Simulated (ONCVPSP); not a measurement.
**Before and after: ONCV potential for Ca (Z = 20)**

```
Element                 : calcium (Ca)
Generator               : ONCVPSP 4.0.1
Type                    : optimised norm-conserving Vanderbilt (ONCV)
Functional              : PBEsol
Relativity              : scalar-relativistic
Frozen core             : [Ne]
Valence charge          : 10
Reference configuration : 3s2 3p6 4s2
Partial waves           : 3s+4s: rc 2.30 bohr, ncon 5, nbas 8, qcut 5.3 1/bohr, 2 projectors; 3p: rc 1.20 bohr, ncon 4, nbas 8, qcut 5.8 1/bohr, 2 projectors, debl 0.7 Ha; d scattering state at 0.15 Ha: rc 1.85 bohr, ncon 4, nbas 8, qcut 6 1/bohr, 3 projectors, debl 0.7 Ha
Local potential         : polynomial inside 0.95 bohr (lpopt 5, dvloc0 4 Ha)
Core correction         : Teter function, fcfact 2.75, rcfact 1.1
```

In the p channel the program set the typed energies aside and used -1.027, 0.250 Ha. In the d channel the program set the typed energies aside and used -0.072, 0.628, 1.328 Ha.

All-electron outer shells of the reference configuration (PBEsol, scalar-relativistic, ld1.x):

```
shell  level (eV)  outermost node (bohr)  outermost maximum (bohr)
   3s      -46.96                   0.45                      0.99
   3p      -27.95                   0.42                      1.04
   4s       -3.76                   1.43                      3.38
```

Change: s: qcut 7.8; p: qcut 8.5; d: qcut 8.8.

Cutoffs: the cutoffs (Ha) at which the residual kinetic energy of the hardest occupied pseudo-wave falls to 1 and 0.1 mHa per electron; they do not see the model core or the augmentation charge, which bear on the density cutoff. Errors are all-electron minus pseudo energies relative to the spin-unpolarised reference configuration.

Task: How do hardness, ghosts and transferability respond?

Result: The potential gets neither clearly harder nor softer (14 Ha and 112 Ha → 24 Ha and 33 Ha); the bound ghost in d disappears; of the 3 tests that both files solve, the error grows in 0 and shrinks in 1 by more than 15 % and 0.3 meV (median size 0.5 → 0.4 meV).

| quantity | base | changed |
| --- | --- | --- |
| cutoff, loose | 14 Ha | 24 Ha |
| cutoff, tight | 112 Ha | 33 Ha |
| loose cutoff by channel | s 5.7 Ha, p 14 Ha | s 15 Ha, p 24 Ha |
| bound ghosts | d | none |
| GHOST(+) flags under 300 eV | none | none |
| tests with a reliable result | 3 of 4 | 3 of 4 |
| error for 3s2 3p6 4s1, meV [ΔE 6.31 eV] | -0.5 | -0.4 |
| error for 3s2 3p6 4s0, meV [ΔE 17.99 eV] | -3.1 | -2.1 |
| error for 3s2 3p6 4s1.5, meV [ΔE 2.50 eV] | -0.1 | -0.1 |
| s: phases at 2.33 bohr within 0.05 rad from the reference energy up to (Ha; the scan ends near 5) | 3.4 | 3.9 |
| p: phases at 1.22 bohr within 0.05 rad from the reference energy up to (Ha; the scan ends near 5) | to the end of the scan | to the end of the scan |
| d: phases at 1.88 bohr within 0.05 rad from the reference energy up to (Ha; the scan ends near 5) | to the end of the scan | to the end of the scan |
| rms error of d²Exc/dni dnj with the model core, mHa | 0.96 | 0.81 |

 A true bound ghost makes a file unfit for plane-wave use even where its test errors are small: the radial tests pick states by their node count and pass the ghost by.
